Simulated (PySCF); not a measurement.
C₄H₇FSi, SMILES C=C/C=C\[SiH2]F.

Coordinates come from a B3LYP-D3(BJ)/def2-SVP optimisation. The structure was generated by enumeration; whether it is a known compound was not checked. The values are those of a single conformer.

Computed with SMD-PBE0/def2-SVP (PySCF).

Solvation free energies are E(SMD) − E(gas) at the gas-phase geometry, for 1 M in both phases. In vacuum the dipole moment is 2.38 D.

Computed solvation free energies in water, chloroform, dimethylsulfoxide:
```json
[
 {"solvent": "water", "ΔG(solv) (kcal/mol)": "1.0", "its non-electrostatic (CDS) part": "5.1", "dipole (D)": "2.99"},
 {"solvent": "chloroform", "ΔG(solv) (kcal/mol)": "-3.7", "its non-electrostatic (CDS) part": "-0.8", "dipole (D)": "2.82"},
 {"solvent": "dimethylsulfoxide", "ΔG(solv) (kcal/mol)": "-1.9", "its non-electrostatic (CDS) part": "2.1", "dipole (D)": "2.98"}
]
```
